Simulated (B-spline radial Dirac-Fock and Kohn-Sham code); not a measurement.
## Photoabsorption cross section of Al³⁺ by shell

System: Al³⁺, 1s2 2s2 2p6.

Level of theory: a relativistic central-field model (Hartree-Slater potential of the initial state, Latter tail, multipole expansion of the photon field, Dirac-Fock thresholds); an atomic code on a B-spline grid.

Computed thresholds (eV): K 1607.9, L1 165.3, L2 118.8, L3 118.4.

```
photon energy (eV)  total (b)  K (%)  L (%)
               150  3.855e+06      –  100.0
               249  1.678e+06      –  100.0
               588     209600      –  100.0
               777     101400      –  100.0
               995      52510      –  100.0
              1320      24500      –  100.0
              6120       4883   93.4    6.6
              6890       3458   93.4    6.6
              7050       3233   93.4    6.6
              8010       2222   93.4    6.6
              8780       1694   93.4    6.6
             21100      117.4   93.5    6.5
             22600      94.80   93.5    6.5
             23800      80.66   93.5    6.5
             38800      17.25   93.5    6.5
             65900      3.158   93.5    6.5
            128000     0.3707   93.5    6.5
            131000     0.3441   93.5    6.5
            132000     0.3358   93.5    6.5
```

**Question.** With what power of the photon energy does the total fall between 131000 and 132000 eV?

**Answer.** As E^-3.21. The non-relativistic Born limit for an s electron far above threshold is E^-3.5; near threshold and at relativistic energies the fall is slower.

Run: 0.90 s of CPU time on 1 thread of Neoverse-V1 (shared host), peak memory 0.43 GiB.
